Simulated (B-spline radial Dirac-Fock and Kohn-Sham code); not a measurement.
**Magnetic form factor of the 3d shell of Pb⁶⁰⁺**

System: lead as Pb⁶⁰⁺, configuration [Ar] 3d4.

Level of theory: relativistic Hartree-Fock (Dirac-Fock) wave functions, averaged over the configuration; a B-spline atomic structure program. ⟨j_K⟩ is the integral of the 3d radial density with the spherical Bessel function j_K(4πsr), s = sin θ/λ.

```csv
s (Å⁻¹),⟨j0⟩,⟨j2⟩,⟨j4⟩
0,1.0000,0.0000,0.0000
0.05,0.9995,0.0002,0.0000
0.1,0.9981,0.0007,0.0000
0.15,0.9958,0.0017,0.0000
0.2,0.9925,0.0030,0.0000
0.25,0.9883,0.0047,0.0000
0.3,0.9832,0.0067,0.0000
0.35,0.9773,0.0090,0.0000
0.4,0.9704,0.0118,0.0001
0.45,0.9627,0.0148,0.0001
0.5,0.9542,0.0182,0.0001
0.6,0.9346,0.0258,0.0003
0.7,0.9121,0.0345,0.0005
0.8,0.8868,0.0441,0.0008
0.9,0.8589,0.0546,0.0013
1,0.8288,0.0657,0.0020
1.1,0.7967,0.0774,0.0028
1.2,0.7630,0.0894,0.0039
1.4,0.6918,0.1137,0.0067
1.6,0.6177,0.1376,0.0107
```

Radial moments of the shell: ⟨r²⟩ = 0.02547, ⟨r⁴⟩ = 0.001085, ⟨r⁶⟩ = 6.957e-05 in powers of bohr.

Values without a named source are computed, but for edge energies of neutral atoms, which are taken from tables.
